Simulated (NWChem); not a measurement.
All runs are NWChem calculations. System: H4Sn, charge 0, spin multiplicity 1, at a geometry optimised with B3LYP/def2-SVP with def2 effective core potentials on Sn. The structure started from a generated list of species. Level: RHF/def2-TZVPD with def2 effective core potentials on Sn.

Input file:

```
start mol
memory heap 200 mb stack 900 mb global 1100 mb
geometry units angstroms nocenter noautoz
  Sn     0.000000     0.000000     0.000000
  H      1.401986     0.000000    -0.991344
  H     -1.401986     0.000000    -0.991344
  H      0.000000     1.401985     0.991344
  H      0.000000    -1.401985     0.991344
  symmetry group C2v
end
basis spherical
  * library def2-tzvpd
end
ecp
  Sn library def2-ecp
end
scf
  rhf
  nopen 0
  maxiter 100
  thresh 1e-7
  semidirect memsize 60000000 filesize 0
end
task scf energy
```

NWChem printed:

```
             Northwest Computational Chemistry Package (NWChem) 7.3.0
             --------------------------------------------------------

                                NWChem Input Module
                                -------------------

 Scaling coordinates for geometry "geometry" by  1.889725989
 (inverse scale =  0.529177249)

 Turning off AUTOSYM since
 SYMMETRY directive was detected!

                             Geometry "geometry" -> ""
                             -------------------------

 Output coordinates in angstroms (scale by  1.889725989 to convert to a.u.)

  No.       Tag          Charge          X              Y              Z
 ---- ---------------- ---------- -------------- -------------- --------------
    1 Sn                  50.0000     0.00000000     0.00000000     0.00000000
    2 H                    1.0000     1.40198600     0.00000000    -0.99134400
    3 H                    1.0000    -1.40198600     0.00000000    -0.99134400
    4 H                    1.0000     0.00000000     1.40198500     0.99134400
    5 H                    1.0000     0.00000000    -1.40198500     0.99134400

 Effective nuclear repulsion energy (a.u.)      62.7696180857

            Nuclear Dipole moment (a.u.)
            ----------------------------
        X                 Y               Z
 ---------------- ---------------- ----------------
     0.0000000000     0.0000000000     0.0000000000

      Symmetry information
      --------------------

 Group name             C2v
 Group number             16
 Group order               4
 No. of unique centers     3

      Symmetry unique atoms

     1    2    4


 Summary of "ao basis" -> "" (spherical)
 ------------------------------------------------------------------------------
       Tag                 Description            Shells   Functions and Types
 ---------------- ------------------------------  ------  ---------------------
 *                         def2-tzvpd                 on all atoms

 Summary of "ao basis" -> "ao basis" (spherical)
 ------------------------------------------------------------------------------
[...]
   Bfn.  Coefficient  Atom+Function         Bfn.  Coefficient  Atom+Function
  ----- ------------  ---------------      ----- ------------  ---------------
    19     -0.279371  1 Sn pz                13      0.255124  1 Sn pz
    16     -0.210604  1 Sn pz                58      0.171163  2 H  s
    67      0.171163  3 H  s                 76     -0.171163  4 H  s
    85     -0.171163  5 H  s

 Vector   14  Occ=0.000000D+00  E= 5.956255D-02  Symmetry=a1
              MO Center=  1.3D-15,  3.7D-15,  1.1D-06, r^2= 1.3D+01
   Bfn.  Coefficient  Atom+Function         Bfn.  Coefficient  Atom+Function
  ----- ------------  ---------------      ----- ------------  ---------------
     6      2.458979  1 Sn s                  7     -2.138072  1 Sn s
     2      0.208476  1 Sn s                  3     -0.181807  1 Sn s

 Vector   15  Occ=0.000000D+00  E= 9.211534D-02  Symmetry=a1
              MO Center=  4.1D-10,  1.7D-09, -2.6D-06, r^2= 1.0D+01
   Bfn.  Coefficient  Atom+Function         Bfn.  Coefficient  Atom+Function
  ----- ------------  ---------------      ----- ------------  ---------------
    22      0.974524  1 Sn pz                42      0.771572  1 Sn d  2
    19      0.480410  1 Sn pz                59      0.471641  2 H  s
    68      0.471641  3 H  s                 77     -0.471642  4 H  s
    86     -0.471642  5 H  s                 63     -0.198139  2 H  px
    72      0.198139  3 H  px                82      0.198140  4 H  py

 Vector   16  Occ=0.000000D+00  E= 9.211610D-02  Symmetry=b1
              MO Center= -4.1D-10, -2.1D-14,  1.2D+00, r^2= 8.7D+00
   Bfn.  Coefficient  Atom+Function         Bfn.  Coefficient  Atom+Function
  ----- ------------  ---------------      ----- ------------  ---------------
    20      0.974528  1 Sn px                41     -0.771577  1 Sn d  1
    59     -0.667008  2 H  s                 68      0.667008  3 H  s
    17      0.480414  1 Sn px                65     -0.198140  2 H  pz
    74      0.198140  3 H  pz                63      0.177519  2 H  px
    72      0.177519  3 H  px                36      0.161658  1 Sn d  1

 center of mass
 --------------
 x =   0.00000000 y =   0.00000000 z =   0.00000000

 moments of inertia (a.u.)
 ------------------
          28.296031967060           0.000000000000           0.000000000000
           0.000000000000          28.296052150087           0.000000000000
           0.000000000000           0.000000000000          28.296311908863

  Mulliken analysis of the total density
  --------------------------------------

    Atom       Charge   Shell Charges
 -----------   ------   -------------------------------------------------------
    1 Sn  22    21.74   0.28 -0.74  1.50  0.96  0.80  0.41 -0.01 -0.40  6.37  0.77  1.38  0.20  8.94  1.07  0.20  0.00  0.02  0.00
    2 H    1     1.07   0.22  0.58  0.26  0.01  0.00
    3 H    1     1.07   0.22  0.58  0.26  0.01  0.00
    4 H    1     1.07   0.22  0.58  0.26  0.01  0.00
    5 H    1     1.07   0.22  0.58  0.26  0.01  0.00

       Multipole analysis of the density wrt the origin
       ------------------------------------------------

     L   x y z        total         open         nuclear
     -   - - -        -----         ----         -------
     0   0 0 0      0.000000      0.000000     26.000000

     1   1 0 0     -0.000000      0.000000      0.000000
     1   0 1 0      0.000000      0.000000      0.000000
     1   0 0 1      0.000000      0.000000      0.000000

     2   2 0 0    -21.826057      0.000000     14.038316
     2   1 1 0     -0.000000      0.000000      0.000000
     2   1 0 1      0.000000      0.000000      0.000000
     2   0 2 0    -21.826054      0.000000     14.038296
     2   0 1 1      0.000000      0.000000      0.000000
     2   0 0 2    -21.826031      0.000000     14.038038

 Task  times  cpu:        1.3s     wall:        1.3s

 Total times  cpu:        1.4s     wall:        1.4s
```
